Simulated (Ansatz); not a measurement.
One change: `C[O][InH][Br]` becomes `C[O][AlH][Br]`.

Ansatz, PBE0-D4/def2-TZVP geometries, multiplicity 1. Each molecule was computed in one conformer, which needn't be the lowest.

Elements past krypton have def2 core potentials. Scalar relativity is left out up to krypton.

```json
{"property": "HOMO energy (PBE/def2-TZVPP) / eV", "`C[O][InH][Br]`": "-6.31"}
{"property": "HOMO energy (PBE0/def2-TZVPP) / eV", "`C[O][InH][Br]`": "-7.75"}
{"property": "HOMO–LUMO gap (ωB97M-V/def2-TZVPP) / eV", "`C[O][InH][Br]`": "10.05"}
{"property": "size of the dipole moment (B3LYP/def2-TZVPP) / D", "`C[O][InH][Br]`": "1.30"}
{"property": "LUMO energy (PBE/def2-TZVPP) / eV", "`C[O][InH][Br]`": "-2.31"}
{"property": "ideal-gas entropy at 298 K and 1 bar (rigid rotor, harmonic PBE0-D4/def2-TZVP) / J/(mol·K)", "`C[O][InH][Br]`": "369"}
```

Give the same properties after the change, and the shifts. (An estimate is asked.)

Computed: 
| property | `C[O][AlH][Br]` | shift |
| --- | --- | --- |
| HOMO energy (PBE/def2-TZVPP) / eV | -6.95 | -0.64 |
| HOMO energy (PBE0/def2-TZVPP) / eV | -8.42 | -0.67 |
| HOMO–LUMO gap (ωB97M-V/def2-TZVPP) / eV | 11.49 | 1.44 |
| size of the dipole moment (B3LYP/def2-TZVPP) / D | 1.05 | -0.25 |
| LUMO energy (PBE/def2-TZVPP) / eV | -1.63 | 0.68 |
| ideal-gas entropy at 298 K and 1 bar (rigid rotor, harmonic PBE0-D4/def2-TZVP) / J/(mol·K) | 345 | -24 |

With PBE0 the HOMO falls by 0.67 eV and the LUMO rises by 0.67 eV, so the gap widens by about 1.34 eV. PBE moves the HOMO by -0.64 eV and ωB97M-V by -0.63 eV. Dipoles are sizes alone; their direction can turn.

B3LYP here is the variant with VWN-RPA as its local correlation; programs differ in this.

Spin–orbit coupling is left out; it splits and shifts lone-pair levels of the heavy atoms by tenths of an eV.
